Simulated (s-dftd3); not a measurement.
Br₂Ge, triplet, geometry from GFN2-xTB (the spin is typed, not shown lowest); D3(bj) for tpss run with s-dftd3.

Here is a job for s-dftd3.
```
$ s-dftd3 mol.xyz --bj tpss --json dftd3.json --noedisp --grad

# file mol.xyz
3

Ge     0.01662620     0.00626078     1.00353305
Br     1.08727208    -1.65040649    -0.46661885
Br    -1.10247318     1.64468236    -0.45089707
```

What the program printed (banner, timings and long lists left out):

```
-----------------------------------
 s i m p l e   D F T - D 3  v1.4.0
-----------------------------------

Rational (Becke-Johnson) damping: tpss-D3(BJ)
---------------------
  s6         1.0000
  s8         1.9435
  s9         0.0000
  a1         0.4535
  a2         4.4752
 alp        14.0000
--------------------

Dispersion energy:      -4.7394714726215E-03 Eh

Gradient norm:           5.8971481451373E-04 Eh/a0
--------------------------------------------------
     #    Z           dE/dx      dE/dy      dE/dz
--------------------------------------------------
     1   32 Ge    5.472E-07  2.061E-07  3.303E-05
     2   35 Br    2.300E-04 -3.466E-04 -1.817E-05
     3   35 Br   -2.305E-04  3.464E-04 -1.486E-05
--------------------------------------------------

Virial:
--------------------------------------------------
      component           x          y          z
--------------------------------------------------
          x       9.528E-04 -1.434E-03 -5.329E-06
          y      -1.434E-03  2.157E-03  1.086E-05
          z      -5.329E-06  1.086E-05  9.132E-05
--------------------------------------------------

[Info] JSON dump of results written to 'dftd3.json'
```
